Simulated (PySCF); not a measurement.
# Relaxation of singlet H₃SbO

Level of theory: PySCF, PBE0, basis Sb def2-TZVP with ECP28, O def2-TZVP, H def2-TZVP (scalar-relativistic core potentials, no spin–orbit coupling, density fitting). A (50,194) grid was used.

A hand-made see-saw (ligand arrangement 2) start, of Cs symmetry, held to at least that symmetry:

Coordinates in bohr (charge 0 multiplicity 1):
```
Sb    0.0000    0.3856   -0.0666
O     0.0000   -3.1913    0.2463
H     0.0000    3.6236    0.2166
H     2.5613    0.3856    1.9344
H    -2.5613    0.3856    1.9344
```

Optimiser trace:
```json
{"step": "0", "E − E(last) (kJ/mol)": "233.66", "largest gradient (Eh/bohr)": "0.07419"}
{"step": "1", "E − E(last) (kJ/mol)": "136.52", "largest gradient (Eh/bohr)": "0.04061"}
{"step": "2", "E − E(last) (kJ/mol)": "63.29", "largest gradient (Eh/bohr)": "0.03133"}
{"step": "3", "E − E(last) (kJ/mol)": "29.54", "largest gradient (Eh/bohr)": "0.02752"}
{"step": "4", "E − E(last) (kJ/mol)": "7.61", "largest gradient (Eh/bohr)": "0.01732"}
{"step": "5", "E − E(last) (kJ/mol)": "0.97", "largest gradient (Eh/bohr)": "0.00456"}
{"step": "6", "E − E(last) (kJ/mol)": "0.58", "largest gradient (Eh/bohr)": "0.01226"}
{"step": "7", "E − E(last) (kJ/mol)": "0.07", "largest gradient (Eh/bohr)": "0.00189"}
{"step": "8", "E − E(last) (kJ/mol)": "0.01", "largest gradient (Eh/bohr)": "0.00050"}
{"step": "9", "E − E(last) (kJ/mol)": "0.00", "largest gradient (Eh/bohr)": "0.00032"}
{"step": "10", "E − E(last) (kJ/mol)": "0.00", "largest gradient (Eh/bohr)": "0.00002"}
```

It ends at C3v with Sb–H 1.697 Å (×3), Sb–O 1.810 Å; H–Sb–H 102.3° (×3), H–Sb–O 115.9° (×3) (after a last refinement on a finer grid). A frequency run shows a minimum. Other isomers or separated fragments may lie lower.

The relaxation took of the order of 50 core-seconds on a shared host.
